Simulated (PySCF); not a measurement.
# GeH3: fields on a plane

All numbers come from PySCF, UPBE0, basis Ge def2-TZVP, H def2-TZVP (no relativity, density fitting).

The doublet minimum has Ge–H 1.539 Å (×3); H–Ge–H 111.2° (×3).

The plane holds Ge1 at (0.00, 0.00), H2 at (1.54, 0.00), H3 at (-0.56, 1.44) Å. Columns run from x = -2.55 to 3.75 Å, rows from y = 3.75 (top) to -1.95 Å, in steps of 0.3 Å. Other isomers or separated fragments may lie lower.

Question: Give the electron localisation function (set to 0 where the density is under 0.005 e/Å³). Lower edges of the bins: '_' 0.000, '.' 0.100, ':' 0.200, '-' 0.300, '=' 0.400, '+' 0.500, '*' 0.600, '#' 0.700, '%' 0.800, '@' 0.900; top 1.00, each point printed twice.

Answer: 
```
____________________________________________
____________________________________________
____________________________________________
__________**%%%%##==________________________
________@@@@@@@@@@%%==______________________
______%%@@@@@@@@@@@@##::____________________
____**@@@@@@@@@@@@@@%%::____________________
____##@@@@@@@@@@@@@@##::______..____________
____++@@@@@@@@@@@@@@**::..::==++==__________
____--##@@@@@@@@@@**==--==##%%@@@@##________
____..==##%%##--......--##@@@@@@@@@@**______
______::====::::++++::::%%@@@@@@@@@@%%______
______::----..++====++..@@@@@@@@@@@@@@______
____..::----..++====++..@@@@@@@@@@@@@@______
____..--====::::++++::::%%@@@@@@@@@@%%______
____..--++**++::......==##@@@@@@@@@@**______
____..::==****++==------++##%%@@@@##________
____..::--++****++==--::::--==++==__________
______..::--======--::..____________________
________....::::::....______________________
```

Question: Give the spin density (e/Å³) (cut at ±0.5 e/Å³). Every second row and column.

Answer: 
```
 0.00  0.00  0.00  0.00  0.00  0.00  0.00  0.00  0.00  0.00  0.00
 0.00  0.00  0.00  0.00  0.00  0.00  0.00  0.00  0.00  0.00  0.00
 0.00  0.00  0.00  0.00  0.00  0.00  0.00  0.00  0.00  0.00  0.00
 0.00  0.00  0.00  0.01  0.01  0.00  0.00  0.00  0.00  0.00  0.00
 0.00  0.00  0.00  0.01  0.02  0.01  0.01  0.00  0.00  0.00  0.00
 0.00  0.00  0.00 -0.01  0.00  0.01  0.01  0.01  0.00  0.00  0.00
 0.00  0.00  0.01  0.04 -0.06  0.00  0.01  0.04  0.01  0.00  0.00
 0.00  0.00  0.03  0.09  0.01  0.02 -0.01  0.00  0.00  0.00  0.00
 0.00  0.00  0.01  0.05  0.07  0.03  0.00  0.00  0.00  0.00  0.00
 0.00  0.00  0.00  0.01  0.01  0.01  0.00  0.00  0.00  0.00  0.00
```
